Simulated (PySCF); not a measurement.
Core binding energy against partial charge

C5H6O2.
Z-matrix (Å and degrees, GFN2-xTB geometry), rows numbered from 1:
```
C 
C   1  1.3273
C   2  1.4577  1  124.56
C   3  1.3313  2  123.41  1   179.98
O   3  1.3981  2  113.17  1     2.03
C   5  1.3224  3  122.46  2  -148.16
O   6  1.1934  5  128.74  3     0.99
H   1  1.0759  2  121.52  3   179.92
H   1  1.0767  2  121.61  3    -0.21
H   2  1.0805  1  120.96  3   179.99
H   4  1.0739  3  122.77  2  -179.79
H   4  1.0746  3  120.04  2     1.07
H   6  1.1055  5  107.36  3  -179.98
```

Binding energies: delta-SCF UKS SCAN, pcX-2 on the ionised atom, pcseg-1 elsewhere, spin-free X2C in PySCF. Charges: PBE0/pcSseg-1 ground-state density, for the ionised atom.

| atom | environment | C 1s (eV) | Mulliken (e) | IAO (e) | Hirshfeld (e) | ESP (e) |
| --- | --- | --- | --- | --- | --- | --- |
| C4 | terminal =CH2 carbon | 290.07 | -0.077 | -0.342 | -0.110 | -0.676 |
| C1 | terminal =CH2 carbon | 290.17 | -0.104 | -0.304 | -0.095 | -0.326 |
| C2 | alkene CH carbon | 290.99 | -0.227 | -0.153 | -0.055 | -0.295 |
| C3 | vinylic carbon bearing oxygen | 292.59 | +0.095 | +0.184 | +0.071 | +0.522 |

Problem. Give the correlation coefficient and slope of binding energy on charge for each scheme.

Solution. IAO: r = 1.00, slope 4.9 eV per e; Hirshfeld: r = 1.00, slope 14.1 eV per e; ESP: r = 0.96, slope 2.2 eV per e; Mulliken: r = 0.64, slope 5.6 eV per e. On 4 points no scheme stands out.

Problem. The point-charge model writes a binding energy as kq + V + constant, with V the potential of the other atoms' charges at the site. What does it give with the IAO charges?

Solution. V = Σ 14.40 eV Å × q/r over all other atoms: +4.90 eV at C4, +3.56 eV at C1, +1.14 eV at C2, -4.43 eV at C3. Fitting binding energy − V to q gives k = 22.0 eV per e and leaves an rms residual of 0.23 eV, against 0.04 eV for the fit on q alone. The model has no term for differences in relaxation between sites.

The unrestricted hole states depart most from a pure doublet (⟨S²⟩ = 0.75; over 0.85 named) for C 1s of C2 (0.89) and C 1s of C3 (0.89), which makes these values less certain. Isolated species at its GFN2-xTB geometry (one conformer only).
